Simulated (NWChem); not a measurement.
System: N-methylmethanimine (C2H5N); SMILES C=NC

NWChem input:

```
start job
memory heap 200 mb stack 900 mb global 1100 mb
geometry units angstroms noautosym nocenter noautoz
  C     -0.122660     1.135780     0.000000
  N      0.539145    -0.137443     0.000000
  C     -0.164630    -1.184008     0.000000
  H      0.200402     1.714094     0.880980
  H      0.200402     1.714094    -0.880980
  H     -1.230277     1.075240     0.000000
  H     -1.275026    -1.175491     0.000000
  H      0.324506    -2.169141     0.000000
end
basis spherical
  * library def2-svp
end
dft
  xc pbe0
  iterations 150
end
cosmo
  dielec 3.9
end
task dft energy
```

NWChem printed, in part:

```
             Northwest Computational Chemistry Package (NWChem) 7.3.0
             --------------------------------------------------------

                             Geometry "geometry" -> ""
                             -------------------------

 Output coordinates in angstroms (scale by  1.889725989 to convert to a.u.)

  No.       Tag          Charge          X              Y              Z
 ---- ---------------- ---------- -------------- -------------- --------------
    1 C                    6.0000    -0.12266000     1.13578000     0.00000000
    2 N                    7.0000     0.53914500    -0.13744300     0.00000000
    3 C                    6.0000    -0.16463000    -1.18400800     0.00000000
    4 H                    1.0000     0.20040200     1.71409400     0.88098000
    5 H                    1.0000     0.20040200     1.71409400    -0.88098000
    6 H                    1.0000    -1.23027700     1.07524000     0.00000000
    7 H                    1.0000    -1.27502600    -1.17549100     0.00000000
    8 H                    1.0000     0.32450600    -2.16914100     0.00000000

 Effective nuclear repulsion energy (a.u.)      72.2350758756

                                 NWChem DFT Module
                                 -----------------

 Summary of "ao basis" -> "ao basis" (spherical)
 ------------------------------------------------------------------------------
       Tag                 Description            Shells   Functions and Types
 ---------------- ------------------------------  ------  ---------------------
 C                          def2-svp                 6       14   3s2p1d
 N                          def2-svp                 6       14   3s2p1d
 H                          def2-svp                 3        5   2s1p

 in cosmo_initialize ...

 solvent parameters
 solvname_short: unkn
 solvname_long:  unknown
 dielec:        3.9000

          ---------------
          -cosmo- solvent
          ---------------
 Cosmo: York-Karplus, doi: 10.1021/jp992097l
 dielectric constant -eps-     =   3.90
 screen = (eps-1)/(eps    )    =   0.74359
 surface charge correction     = lagrangian

   van der Waals surface
 --------------------------

 ---------- ATOMIC COORDINATES (A.U.) ------------ VDWR(ANG.) --
     1   -0.23179379    2.14631298    0.00000000     2.000
     2    1.01883632   -0.25972961    0.00000000     1.830
     3   -0.31110559   -2.23745069    0.00000000     2.000
     4    0.37870487    3.23916798    1.66481080     1.300
     5    0.37870487    3.23916798   -1.66481080     1.300
     6   -2.32488642    2.03190897    0.00000000     1.300
     7   -2.40944977   -2.22135589    0.00000000     1.300
     8    0.61322742   -4.09908212    0.00000000     1.300
 number of segments per atom =         32
 number of   points per atom =         32
 atom (   nspa,  nppa )
 ----------------------
    1 (     16,     0 )       0
    2 (     16,     0 )       0
    3 (     18,     0 )       0
    4 (     15,     0 )       0
    5 (     15,     0 )       0
    6 (     14,     0 )       0
    7 (     16,     0 )       0
    8 (     16,     0 )       0
 number of -cosmo- surface points =      126
 molecular surface =     91.717 angstrom**2
 molecular volume  =     67.269 angstrom**3
 G(cav/disp)       =      1.319 kcal/mol
 -lineq- algorithm             =   0
 -bem- low  level              =   2
 -bem- from -octahedral-
 gaussian surface charge width =   4.50000
 degree of switching           =   1.00000
 switching function tolerance  =   0.00010
 atomic radii =
 --------------
    1  6.000  2.000
    2  7.000  1.830
    3  6.000  2.000
    4  1.000  1.300
    5  1.000  1.300
    6  1.000  1.300
    7  1.000  1.300
    8  1.000  1.300
 ...... end of -cosmo- initialization ......

            General Information
            -------------------
          SCF calculation type: DFT
          Wavefunction type:  closed shell.
          No. of atoms     :     8
          No. of electrons :    24
           Alpha electrons :    12
            Beta electrons :    12
          Charge           :     0
          Spin multiplicity:     1
          Use of symmetry is: off; symmetry adaption is: off
          Maximum number of iterations: 150
          AO basis - number of functions:    67
                     number of shells:    33
          Convergence on energy requested:  1.00D-06
          Convergence on density requested:  1.00D-05
          Convergence on gradient requested:  5.00D-04

              XC Information
              --------------
                         PBE0 Method XC Functional
                     Hartree-Fock (Exact) Exchange  0.250
          PerdewBurkeErnzerhof Exchange Functional  0.750
            Perdew 1991 LDA Correlation Functional  1.000 local
           PerdewBurkeErnz. Correlation Functional  1.000 non-local

[...]

                                   COSMO solvation results
                                   -----------------------

                 gas phase energy =      -133.675901100973
                 sol phase energy =      -133.679746686066
 (electrostatic) solvation energy =         0.003845585093 (    2.41 kcal/mol)

                       DFT Final Molecular Orbital Analysis
                       ------------------------------------

 Vector   10  Occ=2.000000D+00  E=-3.869920D-01
              MO Center= -2.1D-01,  2.6D-01, -7.2D-11, r^2= 2.9D+00
   Bfn.  Coefficient  Atom+Function         Bfn.  Coefficient  Atom+Function
  ----- ------------  ---------------      ----- ------------  ---------------
     5      0.281769  1 C  py                53     -0.251452  6 H  s
    33      0.249426  3 C  py                 4      0.246048  1 C  px
    63     -0.232398  8 H  s                 43      0.181427  4 H  s
    48      0.181427  5 H  s                 19      0.163042  2 N  py
    58      0.162419  7 H  s                 32     -0.143234  3 C  px

 Vector   11  Occ=2.000000D+00  E=-3.191455D-01
              MO Center=  1.4D-01, -1.2D-01, -9.0D-10, r^2= 2.2D+00
   Bfn.  Coefficient  Atom+Function         Bfn.  Coefficient  Atom+Function
  ----- ------------  ---------------      ----- ------------  ---------------
    34     -0.375154  3 C  pz                20      0.369479  2 N  pz
    23     -0.254273  2 N  pz                37     -0.251432  3 C  pz
     6      0.217634  1 C  pz                43      0.197298  4 H  s
    48     -0.197298  5 H  s                 44      0.105520  4 H  s
    49     -0.105520  5 H  s                  9      0.090530  1 C  pz

 Vector   12  Occ=2.000000D+00  E=-2.683486D-01
              MO Center=  3.5D-01, -2.2D-01,  4.2D-10, r^2= 1.9D+00
   Bfn.  Coefficient  Atom+Function         Bfn.  Coefficient  Atom+Function
  ----- ------------  ---------------      ----- ------------  ---------------
    18      0.492142  2 N  px                21     -0.377774  2 N  px
    17     -0.272548  2 N  s                 58     -0.201118  7 H  s
    16     -0.177360  2 N  s                 53     -0.171480  6 H  s
    59     -0.171141  7 H  s                 63      0.161629  8 H  s
     4      0.154120  1 C  px                32      0.153274  3 C  px

 Vector   13  Occ=0.000000D+00  E=-3.231586D-03
              MO Center=  8.1D-02, -6.7D-01,  3.0D-10, r^2= 2.0D+00
   Bfn.  Coefficient  Atom+Function         Bfn.  Coefficient  Atom+Function
  ----- ------------  ---------------      ----- ------------  ---------------
    37      0.599410  3 C  pz                23     -0.540047  2 N  pz
    34      0.444303  3 C  pz                20      0.435893  2 N  pz
    44      0.186711  4 H  s                 49     -0.186711  5 H  s
    43      0.105857  4 H  s                 48     -0.105857  5 H  s
     9     -0.053299  1 C  pz                11      0.027126  1 C  d -1

 Vector   14  Occ=0.000000D+00  E= 8.886868D-02
              MO Center= -6.1D-01,  5.2D-01, -1.1D-10, r^2= 6.1D+00
   Bfn.  Coefficient  Atom+Function         Bfn.  Coefficient  Atom+Function
  ----- ------------  ---------------      ----- ------------  ---------------
     3      2.019691  1 C  s                 54     -1.023402  6 H  s
    44     -0.937019  4 H  s                 49     -0.937019  5 H  s
    59     -0.822722  7 H  s                 31      0.817829  3 C  s
    64     -0.683310  8 H  s                  8      0.391890  1 C  py
    36     -0.389103  3 C  py                35     -0.350066  3 C  px

 Vector   15  Occ=0.000000D+00  E= 1.171922D-01
              MO Center= -3.5D-01, -2.0D-02,  8.0D-10, r^2= 7.3D+00
   Bfn.  Coefficient  Atom+Function         Bfn.  Coefficient  Atom+Function
  ----- ------------  ---------------      ----- ------------  ---------------
    31     -1.690373  3 C  s                  3      1.643971  1 C  s
    59      1.312867  7 H  s                 44     -1.063513  4 H  s
    49     -1.063513  5 H  s                 64      0.937257  8 H  s
     7      0.360772  1 C  px                 8      0.352081  1 C  py
    35      0.312261  3 C  px                36      0.252248  3 C  py

     Multipole analysis of the density
     ---------------------------------

     L   x y z        total         alpha         beta         nuclear
     -   - - -        -----         -----         ----         -------
     0   0 0 0     -0.000000    -12.000000    -12.000000     24.000000

     1   1 0 0     -0.685864     -0.598311     -0.598311      0.510759
     1   0 1 0      0.027123      0.101125      0.101125     -0.175127
     1   0 0 1      0.000000      0.000000      0.000000      0.000000

     2   2 0 0    -15.475308    -17.759009    -17.759009     20.042710
     2   1 1 0      0.442417      0.267643      0.267643     -0.092870
     2   1 0 1      0.000000      0.000000      0.000000      0.000000
     2   0 2 0    -11.820957    -58.410106    -58.410106    104.999255
     2   0 1 1     -0.000000     -0.000000     -0.000000      0.000000
     2   0 0 2    -14.486779    -10.014984    -10.014984      5.543190
```

Level: PBE0/def2-SVP, COSMO on the gas-phase geometry. Geometry: optimised at PBE0/def2-SVP. COSMO prints the solvation energy as gas minus solution, so a positive value is a stabilisation.
